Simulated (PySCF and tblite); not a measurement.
Results of a calculation; reference values are marked as such.
Molecule: C6H9N, numbered as in [NH2:1][CH2:2][C:3]1=[CH:4][C:5]12[CH2:6][CH2:7]2.

The mean out-of-plane torsion at N1 (0° is planar) is held and the rest relaxed at GFN2-xTB. Energies: PBE0/pcSseg-1 + D3(BJ), IEF-PCM tetrahydrofuran. (tblite 0.8, PySCF 2.14.)

GFN2-xTB profile:

(out-of-plane angle °, kcal/mol): (-44, 3.90), (-36, 1.96), (-26, 4.86), (-13, 6.41), (0, 6.50), (14, 4.40), (26, 1.31), (36, 0.00), (44, 1.74)

(1) Give the DFT energy and dipole along the out-of-plane angle.

(2) Where is the lowest sampled point, and what does the planar form cost?

Answers

(1) 
```
out-of-plane angle °  E kcal/mol  dipole D
                 -44        2.30      2.36
                 -36        1.48      2.19
                 -26        4.06      2.54
                 -13        5.95      2.21
                   0        6.27      1.85
                  14        4.59      1.47
                  26        1.68      1.19
                  36        0.00      1.10
                  44        0.82      1.16
```

(2) At 36°; the point at 0° lies 6.27 kcal/mol above it.
